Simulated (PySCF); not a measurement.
# Electronic absorption of C4H9AlN2

Compound: C4H9AlN2.
Structure used (GFN2-xTB), in Å, numbered top down from 1:
```
atom  x, y, z in Å
C1     2.9293    0.5002   -0.4970
C2     1.8043    0.1850    0.3168
N3     0.8902   -0.0522    0.9743
Al4   -0.6328   -1.2230    1.4366
C5    -1.6489   -1.1570   -0.3224
N6    -2.1542   -0.2182   -1.0113
C7    -2.0374    1.1163   -0.5211
H8     3.3534   -0.4249   -0.8875
H9     2.6166    1.1315   -1.3291
H10    3.6835    1.0219    0.0929
H11   -1.1593   -0.5836    2.7539
H12    0.1980   -2.5515    1.5321
H13   -1.8018   -2.1410   -0.8026
H14   -1.5509    1.7320   -1.2811
H15   -1.4598    1.1540    0.4222
H16   -3.0379    1.5194   -0.3553
```

Level of theory: TDDFT CAM-B3LYP/def2-SVPD, vertical, gas phase, core orbitals frozen in the response in PySCF.

| state | λ (nm) | E (eV) | f | \|μ\| (D) | main configurations (H = HOMO, L = LUMO) |
| --- | --- | --- | --- | --- | --- |
| S1 | 325.9 | 3.80 | 0.0032 | 0.47 | H→L+3 (57%), H→L (16%), H→L+2 (12%) |
| S2 | 271.5 | 4.57 | 0.0032 | 0.43 | H→L (65%), H→L+1 (27%) |
| S3 | 261.2 | 4.75 | 0.071 | 1.99 | H→L+1 (61%), H→L (17%), H→L+2 (14%) |
| S4 | 232.2 | 5.34 | 0.0068 | 0.58 | H→L+2 (64%), H→L+3 (15%) |
| S5 | 212.1 | 5.85 | 0.016 | 0.85 | H-1→L (74%), H-1→L+1 (20%) |
| S6 | 205.7 | 6.03 | 0.065 | 1.69 | H-1→L+1 (70%), H-1→L (19%) |
| S7 | 199.1 | 6.23 | 0.0073 | 0.56 | H→L+6 (31%), H→L+4 (30%), H→L+5 (15%) |
| S8 | 192.6 | 6.44 | 0.023 | 0.97 | H-1→L+2 (30%), H-1→L+3 (28%), H→L+8 (8%) |

Triplets, Tamm–Dancoff:

```tsv
state	E (eV)	λ (nm)	main configurations (H = HOMO, L = LUMO)
T1	3.09	401.6	H→L+3 (59%), H→L (10%), H→L+2 (9%)
T2	4.45	278.8	H→L (44%), H→L+1 (36%), H→L+3 (9%)
T3	4.52	274.2	H→L+1 (52%), H→L (42%)
```

The lowest singlet lies at 3.80 eV (326 nm, ultraviolet) and is very weak; its leading configuration is HOMO→LUMO+3 (57%). The strongest level in the table is S3 at 4.75 eV (261 nm, f = 0.071). Löwdin shares by element: HOMO nitrogen 44% or more, carbon 28% or more, aluminium 11% (atoms not listed hold the other 17%); LUMO carbon 46% or more, nitrogen 32% or more, hydrogen 7% or more. The oscillator strengths of these states sum to 0.196; summed over the whole spectrum of an exact calculation they would give the number of electrons, 60 (Thomas–Reiche–Kuhn). Orbital energies (eV): HOMO-3 -10.18, HOMO-2 -9.30, HOMO-1 -8.75, HOMO -7.05, LUMO -0.07, LUMO+1 0.06, LUMO+2 0.20. Of the 8 states listed, 4 reach f = 0.01 and none stays under 0.0005. The window holds the lowest 8 singlets.

One conformer stands for the species.
